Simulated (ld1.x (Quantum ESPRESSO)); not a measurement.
**Cl (Z = 17): TM pseudisation with PW91, fully relativistic reference atom.**

chlorine, norm-conserving Troullier–Martins (Kleinman–Bylander form), made with ld1.x (Quantum ESPRESSO) 7.5 (PW91, fully relativistic). Core [Ne], reference 3s2 3p5. Waves: 3s (bound): rc 1.25 bohr; 3p (bound): rc 1.60 bohr; 3d channel at -0.1 Ry: rc 1.45 bohr. Local part: all-electron potential smoothed inside 1.35 bohr (lloc = -2). Core correction: a·sin(br)/r model core inside 0.75 bohr.

Open shells are filled in proportion to 2j + 1 (rel_dist='average').

All-electron outer shells of the reference configuration (PW91, scalar-relativistic, ld1.x):

```csv
shell,level (eV),outermost node (bohr),outermost maximum (bohr)
2s,-252.79,0.12,0.36
2p,-191.85,–,0.30
3s,-20.74,0.55,1.27
3p,-8.65,0.53,1.43
```

(1) Estimate the cutoffs (Ry, on a coarse ladder) from which the occupation-weighted sum of valence levels, in a spherical-Bessel basis at the reference potential, stays within 10 and 1 mRy of its value at 400 Ry.

(2) Does the potential have ghost states?

(3) Which valence shell sets the plane-wave cutoff?

(4) Tests: 3s2 3p4; 3s2 3p3; 3s2 3p2; 3s2 3p5.3; 3s1 3p5; 3s2 3p4.5; 3s2 3p1. Which has the largest error in its energy relative to the reference configuration, and how large is it?

Results:

(1) 50 Ry and 80 Ry.

(2) No extra level below or beside the all-electron valence levels (s, p1/2, p3/2, d3/2, d5/2, f tested).

(3) 3s: its level needs 70 Ry to come within 1 mRy, against 30 Ry for 3p.

(4) 3s2 3p1, with +231 meV (all-electron minus pseudo) on +130.17 eV.
